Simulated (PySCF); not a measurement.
Computed shifts of a molecule C2H3ClF2Si, KT2/pcSseg-1 (PySCF), GIAO, gas phase, equivalent atoms averaged, in ppm (number of nuclei): ¹⁹F: -102.5 (1), -169.5 (1). ¹³C: 167.4 (1), 103.8 (1). ²⁹Si: 3.3 (1). ¹H: 7.57 (1), 6.47 (1), 5.21 (1). References: ¹⁹F against CFCl3 (σ = 127.1 ppm); ¹³C against TMS (σ = 185.1 ppm); ²⁹Si against TMS (σ = 361.9 ppm); ³⁵Cl against HCl (σ = 945.4 ppm); ¹H against TMS (σ = 31.47 ppm), references at their B3LYP-D3(BJ)/def2-TZVP geometries, non-relativistic (without spin–orbit terms, shifts of atoms bonded to Cl or Br come out too high). Geometry optimised at PBE-D3(BJ)/def2-SVP. Other conformers were not sampled.

Task: Identify the compound among the candidates.
A. F/C([SiH3])=C(\F)Cl
B. F/C=C\[Si@H](F)Cl
C. F/C=C(/Cl)[SiH2]F
D. C=C(Cl)[SiH](F)F

Result: B, F/C=C\[Si@H](F)Cl
